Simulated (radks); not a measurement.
Species: the rhenium ion Re2+. Configuration: [Xe] 4f14 5d4 7p1 (not the ground configuration). Method: scalar-relativistic Kohn-Sham, BLYP, spin-polarised, spherical densities, point nucleus; open shells are filled with parallel spins first (spin-orbit coupling, left out, can overturn this in heavy ions); computed with a radial shooting solver on a logarithmic mesh with Libxc functionals. Some entries of the table are withheld. Estimate them.

orbital  occ.  eigenvalue (eV)  r(max) (bohr)  <1/r> (bohr^-1)
1s down     1        -71699.74        0.01124            88.81
1s up       1        -71699.74        0.01124            88.81
2s up       1        -12451.86        0.06451            20.77
2s down     1        -12451.63        0.06451            20.77
2p up       3        -10868.89        0.05302            18.75
2p down     3        -10868.70        0.05302            18.75
3s up       1        -2901.529         0.1820            7.694
3s down     1        -2901.455         0.1820            7.694
3p up       3        -2434.898         0.1803            7.086
3p down     3        -2434.814         0.1803            7.086
3d up       5        -1906.224         0.1468            6.691
3d down     5        -1906.067         0.1468            6.691
4s up       1        -624.8518         0.4125            3.275
4s down     1        -624.6300         0.4125            3.275
4p up       3        -471.8132         0.4329            2.972
4p down     3        -471.6054         0.4330            2.971
4d up       5        -279.9514         0.4431            2.648
4d down     5        -279.7073         0.4432            2.648
5s up       1        -110.5969         0.9382            1.293
5s down     1        -108.7121         0.9341            1.303
5p up       3         -72.3168            (1)            1.094
5p down     3         -69.9370            (2)            1.103
4f up       7              (3)         0.4167            2.161
4f down     7              (4)         0.4165            2.169
5d up       4         -29.1456          1.382           0.7648
5d down     0         -26.5282          1.377           0.7555
7p up       1          -8.2265          6.148           0.1993

Answer. 
(1) 5p up r(max) (bohr): 1.061
(2) 5p down r(max) (bohr): 1.054
(3) 4f up eigenvalue (eV): -67.0618
(4) 4f down eigenvalue (eV): -66.6108
